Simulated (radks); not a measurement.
Spherical jellium clusters: N electrons in a uniform positive sphere of charge N and radius rs N^(1/3), rs = 5.22 bohr. Calculated with a radial shooting solver with Libxc functionals: non-relativistic Kohn-Sham, LDA (Slater exchange, Perdew-Wang correlation), spin-polarised, spherical densities. Levels are named by radial order and angular momentum (1s, 1p, 1d, 2s, ...), and open shells are averaged over m.

N = 16, configuration 1s2 1p6 1d(up 5, down 3). This is the lowest configuration that the search found. Occupied and some empty levels:

level    occupation  eigenvalue (eV)  <r> (bohr)
1s up             1          -3.7146       8.167
1s down           1          -3.6203       7.989
1p up             3          -3.1874       9.672
1p down           3          -3.0696       9.646
1d up             5          -2.5220       10.70
1d down           3          -2.4005       10.74
2s up             0          -2.1972       8.637
2s down           0          -2.1452       8.749
1f up             0          -1.7407       11.60
1f down           0          -1.6252       11.69
2p up             0          -1.2868       10.68
2p down           0          -1.2275       10.75

Energy (eV): total -28.6724, kinetic 17.508, external -631.63, Hartree 314.52, exchange-correlation -46.833, background 317.76.

Electron density:

r (bohr)  n(r) (e/bohr^3)
0.415           0.0008100
1.46            0.0008639
2.50            0.0009807
3.54             0.001162
4.58             0.001398
5.63             0.001666
6.67             0.001920
7.71             0.002096
8.76             0.002119
9.80             0.001933
10.8             0.001548
11.9             0.001065
12.9            0.0006197
14.0            0.0003142
15.0            0.0001440
16.1           0.00006156
17.1           0.00002483
18.1            9.757e-06
19.2            3.742e-06
20.2            1.414e-06
